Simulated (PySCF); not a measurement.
## Nuclear quadrupole coupling in `CN(C)[SiH](N(C)C)N(C)C`

C6H19N3Si.
Structure used (PBE0-D3(BJ)/def2-SVP), in Å, numbered top down from 1:
```xyz
29
C6H19N3Si angstrom
C      2.6599    0.7694    0.4104
N      1.6084   -0.1593    0.0947
C      2.0045   -1.2743   -0.7189
Si     0.0046    0.0876    0.7061
N     -0.9880   -1.3011    0.4038
C     -1.8152   -1.4325   -0.7640
C     -0.9077   -2.4742    1.2304
N     -0.6596    1.5162   -0.0144
C     -0.2349    2.0516   -1.2786
C     -1.7879    2.1813    0.5784
H      3.5060    0.2765    0.9293
H      2.2860    1.5673    1.0714
H      3.0733    1.2614   -0.4932
H      2.8098   -1.8699   -0.2437
H      2.3820   -0.9555   -1.7117
H      1.1483   -1.9435   -0.8859
H      0.0357    0.2951    2.1899
H     -1.8799   -0.4689   -1.2911
H     -1.4316   -2.1862   -1.4828
H     -2.8463   -1.7368   -0.4972
H     -0.4172   -3.3293    0.7209
H     -1.9123   -2.8172    1.5458
H     -0.3301   -2.2634    2.1444
H     -1.0293    1.9950   -2.0507
H      0.0576    3.1172   -1.1947
H      0.6360    1.4924   -1.6504
H     -2.7068    2.0898   -0.0357
H     -1.5967    3.2631    0.7198
H     -2.0127    1.7541    1.5683
```

Field gradients from the PBE0/pcSseg-1 density (PySCF, non-relativistic), principal values in atomic units, ordered |Vxx| ≤ |Vyy| ≤ |Vzz|:

```tsv
atom	Vxx	Vyy	Vzz
N2	0.3461	0.7922	-1.1383
N5	0.3408	0.7927	-1.1336
N8	0.3428	0.7843	-1.1270
```

Q: Find the asymmetry η = (Vxx − Vyy)/Vzz and the couplings χ = eQV/h (234.96 MHz × Q in barn × V in au), with Q(14N) = 0.02044 b.

A: 
```
atom             environment  nucleus     η  χzz (MHz)  χxx (MHz)  χyy (MHz)
  N2  silicon-bound nitrogen      14N  0.39      -5.47       1.66       3.80
  N5  silicon-bound nitrogen      14N  0.40      -5.44       1.64       3.81
  N8  silicon-bound nitrogen      14N  0.39      -5.41       1.65       3.77
```

Q: What is Vzz at N5 in SI units (1 au = 9.71736 × 10²¹ V/m²)?

A: -1.1336 au = -11.015 × 10²¹ V/m².

Were the hydrogens deuterons (Q(2H) = 0.00286 b), χzz would run from 91 kHz (H17) to 194 kHz (H16).

Geometry: PBE0-D3(BJ)/def2-SVP, one conformer, isolated molecule. The small basis limits the accuracy of the gradients.

The run behind these numbers computed NMR shieldings as well. Hardware: one thread of an Arm Neoverse N1 (shared host). Cost: 2.0 min.
